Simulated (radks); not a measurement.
Initial-state core-level shifts of the iron ion Fe+ when its valence configuration changes from [Ar] 3d6 4s1. Method: Dirac Kohn-Sham, PBEsol, spin-unpolarised, spherical densities, point nucleus; open shells are shared between the two j in proportion to 2j + 1; computed with a radial shooting solver on a logarithmic mesh with Libxc functionals. Shifts are changes of the shell-averaged eigenvalues in eV (positive: less bound).

| valence | 2s | 2p | 3s | 3p |
|---|---|---|---|---|
| 3d7 | +6.051 | +5.987 | +5.424 | +5.261 |
| 3d6 4p1 | -1.397 | -1.400 | -1.485 | -1.485 |
| 3d5 4s2 | -7.679 | -7.599 | -6.537 | -6.327 |
| 3d5 4s1 4p1 | -9.086 | -9.006 | -7.990 | -7.774 |
| 3d6.5 4p0.5 | +2.539 | +2.502 | +2.116 | +2.027 |
| 3d6 4s0.5 4p0.5 | -0.707 | -0.709 | -0.751 | -0.751 |
| 3d6.5 4s0.5 | +3.234 | +3.200 | +2.865 | +2.778 |
| 3d5.5 4s1.5 | -3.642 | -3.603 | -3.144 | -3.044 |
| 3d4.5 4p2.5 | -15.476 | -15.346 | -13.602 | -13.251 |
